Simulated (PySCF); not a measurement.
**H$_{3}$Ge, SMILES `[GeH3]` (charge 0, multiplicity 2)**

Method: PBE-D3(BJ)/def2-TZVP // B3LYP-D3(BJ)/def2-TZVP (PySCF).

| Property | Value |
|---|---|
| highest occupied spin orbital | -5.24 eV |
| dipole moment | 0.05 D |
| total energy | -2078.4223 Ha |
| cost | roughly 22 core-seconds |

Bonded distances (Å): Ge1–H2 1.543, Ge1–H3 1.543, Ge1–H4 1.543. Bond angles (°): H2–Ge1–H3 110.7, H2–Ge1–H4 110.7, H3–Ge1–H4 110.7.
Charge 0, spin multiplicity 2.
